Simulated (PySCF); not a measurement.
CH₄I₂OSi. Atoms are numbered in the order given.

```xyz
9

C      1.3014     2.1984     0.0000
Si    -0.0945     0.9746     0.0000
O     -1.5175     1.8168     0.0000
I      0.0308    -0.4719    -2.0080
I      0.0308    -0.4719     2.0080
H      1.2340     2.8327     0.8976
H      2.2686     1.6759     0.0000
H      1.2340     2.8327    -0.8976
H     -2.3415     1.3130     0.0000
```

Coordinates come from a B3LYP-D3(BJ)/def2-SVP optimisation. The structure was generated by enumeration, and PubChem lists no compound with its InChIKey, so it may never have been made. The def2 effective core potentials stand for the cores of I; spin–orbit coupling is left out. The values are those of a single conformer.

Computed with TDDFT-PBE/def2-SVPD (PySCF).

Vertical excitations. Gas-phase values at a fixed geometry. State labels are in the subgroup Cs.

Computed UV-visible absorptions:
```
state  symmetry  energy (eV)  λ (nm)      f                                               main pairs
-----  --------  -----------  ------  -----  -------------------------------------------------------
S1           A"         4.44     279  0.027                                           HOMO→LUMO 94 %
S2           A"         4.63     268  0.014                                         HOMO−1→LUMO 95 %
S3           A'         4.82     257  0.009                                         HOMO−2→LUMO 99 %
S4           A'         4.99     248  0.004                                         HOMO−3→LUMO 98 %
S5           A"         5.51     225  0.001                                         HOMO→LUMO+1 98 %
S6           A"         5.76     215  0.000                     HOMO−1→LUMO+1 85 %, HOMO−4→LUMO 15 %
S7           A'         5.78     214  0.009                                         HOMO→LUMO+2 97 %
S8           A'         5.98     207  0.034                                       HOMO−2→LUMO+1 90 %
S9           A'         6.03     206  0.008                                       HOMO−1→LUMO+2 97 %
S10          A"         6.04     205  0.064  HOMO−4→LUMO 55 %, HOMO−2→LUMO+2 19 %, HOMO−1→LUMO+1 8 %
T1           A"         4.05     306      0                                           HOMO→LUMO 99 %
T2           A"         4.31     287      0                                         HOMO−1→LUMO 99 %
T3           A'         4.50     275      0                                         HOMO−2→LUMO 99 %
T4           A'         4.67     266      0                                         HOMO−3→LUMO 99 %
```
Triplets are in the Tamm–Dancoff approximation, which puts them higher than full response would, so one can lie above its singlet here.
